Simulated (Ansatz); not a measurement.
Program: Ansatz. Geometries: PBE0-D4/def2-TZVP. ΔE: electronic, gas phase. CBS: MP2 limit from def2 TZ/QZ plus the TZ coupled-cluster correction, frozen cores. Functionals use def2-TZVPP. B3LYP here is the variant with VWN-RPA as its local correlation; programs differ in this. For Ge outer-core shells are correlated without core-valence functions, which leaves a few kJ/mol of doubt a bond. Scalar relativity is left out up to krypton. Each species was taken in one conformer, which may not be the lowest.

Reaction (ligand exchange at the Si–O bond): `OC[SiH2]O[SiH3]` + `N=[C]1[CH2][GeH2]1` → `[SiH3]/N=[C]1/[CH2][GeH2]1` + `OC[SiH2]O`

`OC[SiH2]O[SiH3]`:

Z-matrix (Å, degrees):
```
C
Si 1 1.881
O 1 1.422 2 106.3
H 1 1.100 2 110.4 3 121.7
H 1 1.099 2 109.3 3 -120.6
O 2 1.634 1 109.0 3 54.4
H 2 1.486 1 109.5 3 173.4
H 2 1.486 1 109.9 3 -66.0
H 3 0.960 1 109.3 2 -173.4
Si 6 1.639 2 141.2 1 -36.6
H 10 1.486 6 110.6 2 69.3
H 10 1.484 6 111.1 2 -52.8
H 10 1.485 6 107.2 2 -172.1
```

`N=[C]1[CH2][GeH2]1`:

```xyz
9

N     0.556    1.798    0.775
C     0.245    0.668    0.335
C    -0.580    0.017   -0.725
Ge    0.403   -1.251    0.450
H     0.095    2.537    0.231
H    -1.660    0.097   -0.618
H    -0.239    0.143   -1.752
H    -0.423   -2.039    1.462
H     1.603   -1.971   -0.158
```

`[SiH3]/N=[C]1/[CH2][GeH2]1`:

Cartesian coordinates in Å:
```
Si 0.465 -0.611 2.190
N 0.697 -0.967 0.500
C 0.135 -0.348 -0.422
C 0.173 -0.293 -1.896
Ge -0.852 1.221 -1.096
H -0.044 -1.837 2.852
H 1.785 -0.256 2.768
H -0.494 0.515 2.385
H 1.149 -0.217 -2.372
H -0.484 -1.011 -2.386
H -0.186 2.597 -1.092
H -2.343 1.206 -1.432
```

`OC[SiH2]O`:

Z-matrix (Å, degrees):
```
C
Si 1 1.881
O 1 1.422 2 110.3
H 1 1.101 2 111.0 3 -123.9
H 1 1.094 2 110.6 3 118.3
O 2 1.658 1 107.3 3 47.6
H 2 1.492 1 111.0 3 168.9
H 2 1.482 1 110.8 3 -67.8
H 3 0.962 1 108.0 2 -44.8
H 6 0.957 2 117.7 1 92.1
```

| level | ΔE (eV) |
| --- | --- |
| B3LYP-D4 | 0.58 |
| B3LYP | 0.57 |
| HF/def2-TZVPP | 0.81 |
| CCSD/def2-TZVPP | 0.68 |

Question: What does CCSD(T)/CBS give? (An estimate is asked.)

Answer: The calculation gave: +0.60 eV. The listed levels differ from it by -0.02, -0.03, 0.21, 0.08 eV.

Largest T1 diagnostic among the species: 0.014.

In def2-TZVPP, CCSD(T) changes the Hartree–Fock value by −0.20 eV (the triples alone add −0.06 eV) and MP2 by −0.24 eV. From PBE to PBE0 (25 % exact exchange), in def2-TZVPP and without D4, ΔE moves by +0.10 eV.
